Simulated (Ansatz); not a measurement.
Consider the formal loss of a carbene: `FC#C[CH2][GeH3]` → `[CH2]` (triplet) + `FC#[C][GeH3]`.

Isolated molecules relaxed with PBE0-D4/def2-TZVP in Ansatz; ΔE leaves out vibrations. CBS: MP2 limit from def2 TZ/QZ plus the TZ coupled-cluster correction, frozen cores. This one scheme is used for every species. Functionals use def2-TZVPP. B3LYP here is the variant with VWN-RPA as its local correlation; programs differ in this. Triplets are unrestricted, without spin–orbit coupling. For Ge outer-core shells are correlated without core-valence functions, which leaves a few kJ/mol of doubt a bond. Scalar relativity is left out up to krypton.

`FC#C[CH2][GeH3]`:

Cartesian coordinates in Å:
```
F -0.020 1.224 -3.391
C 0.078 0.550 -2.311
C 0.176 -0.096 -1.310
C 0.275 -0.829 -0.066
Ge -0.258 0.295 1.469
H 1.298 -1.174 0.103
H -0.368 -1.712 -0.082
H 0.667 1.519 1.544
H -0.136 -0.527 2.765
H -1.712 0.751 1.280
```

`[CH2]` (triplet):

Z-matrix (Å, degrees):
```
C
H 1 1.079
H 1 1.079 2 134.9
```

`FC#[C][GeH3]`:

Cartesian coordinates in Å:
```
F 1.919 -2.460 0.871
C 1.167 -1.497 0.529
C 0.455 -0.584 0.206
Ge -0.666 0.855 -0.303
H -1.418 1.355 0.937
H 0.204 1.976 -0.882
H -1.659 0.355 -1.359
```

| level | ΔE (kJ/mol) | difference from CCSD(T)/CBS |
| --- | --- | --- |
| r2SCAN-D4 | 394.6 | -21.1 |
| B3LYP-D4 | 412.2 | -3.5 |
| ωB97X-V | 426.7 | 11.0 |
| PBE | 422.6 | 6.9 |
| r2SCAN | 392.9 | -22.8 |
| HF/def2-TZVPP | 262.9 | -152.8 |
| CCSD(T)/def2-TZVPP | 400.9 | -14.8 |
| HF/def2-QZVPP | 262.9 | -152.8 |
| MP2/def2-QZVPP | 423.4 | 7.7 |
| CCSD/CBS(def2) | 405.1 | -10.6 |
| CCSD(T)/CBS | 415.7 | 0 |

Largest T1 diagnostic among the species: 0.013.

In def2-TZVPP, CCSD(T) changes the Hartree–Fock value by +138.0 kJ/mol (the triples alone add +10.6 kJ/mol) and MP2 by +152.0 kJ/mol. The D4 term adds +10.1 kJ/mol with B3LYP and +5.5 kJ/mol with PBE0; it sums over pairs of atoms, weighted by their polarisabilities, and B3LYP, whose exchange is more repulsive, gets the larger term. From PBE to PBE0 (25 % exact exchange), in def2-TZVPP and without D4, ΔE moves by −9.2 kJ/mol.
